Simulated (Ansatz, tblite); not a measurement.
Removing an electron: [SnBr3]- (SnBr3⁻). Charge -1, multiplicity 1. Geometry: B3LYP-D4/def2-SVPD. Ansatz, gas phase; energy differences of separate SCF runs; the oxidised species was run as a doublet alone.

```xyz
4

Sn    0.4668   -0.0342   -0.8544
Br   -1.6841    1.5797   -0.6131
Br    1.8271    0.7608    1.3381
Br   -0.6099   -2.3063    0.1294
```

In the def2 sets Sn takes a core potential; there is no spin–orbit coupling. The xTB rows come from tblite.

| level | −HOMO (eV) | vertical IE (eV) | −LUMO (eV) | HOMO–LUMO gap (eV) |
| --- | --- | --- | --- | --- |
| GFN1-xTB | 4.54 | 7.96 | -0.11 | 4.65 |
| GFN2-xTB | 6.79 | 9.34 | 1.41 | 5.39 |
| PBE-D4/def2-TZVPD | 2.04 | 4.37 | -1.72 | 3.76 |
| r2SCAN-D4/def2-TZVPD | 2.28 | 4.53 | -1.98 | 4.25 |
| PBE0-D4/def2-TZVPD | 2.98 | 4.60 | -2.34 | 5.32 |

 Raw xTB energy differences between charge states are shifted by several eV; the methods need an empirical correction for them.
